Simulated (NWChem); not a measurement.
Relativistic effects in diantimony (Sb2)

```
Sb
Sb 1 2.5161
```
Charge 0, spin multiplicity 1.

The numbers come from NWChem runs, not from measurements. The geometry was optimised at PBE/def2-SVP with def2 effective core potentials on Sb, a minimum by its harmonic frequencies.

Functional PBE, all-electron basis x2c-SVPall-2c, contracted for the X2C Hamiltonian and used here with ZORA. The ion keeps the geometry and has multiplicity 2 in the scalar run; the spin-orbit run starts from the same electron counts.

The cost column gives rough processor time relative to scalar ZORA; each entry includes its own SCF.

No SCF solution was tested for a lower state.

| Hamiltonian | ΔSCF ionisation energy (eV) | HOMO (eV) | LUMO (eV) | gap (eV) | relative cost |
|---|---|---|---|---|---|
| scalar ZORA | 8.54 | -5.62 | -3.34 | 2.28 | 1 |
| spin-orbit ZORA | ? | ? | ? | ? | under 3 |

### Question
What belongs in the gaps?

### Answer

- spin-orbit ZORA, ΔSCF ionisation energy (eV): 8.33
- spin-orbit ZORA, HOMO (eV): -5.42
- spin-orbit ZORA, LUMO (eV): -3.51
- spin-orbit ZORA, gap (eV): 1.91
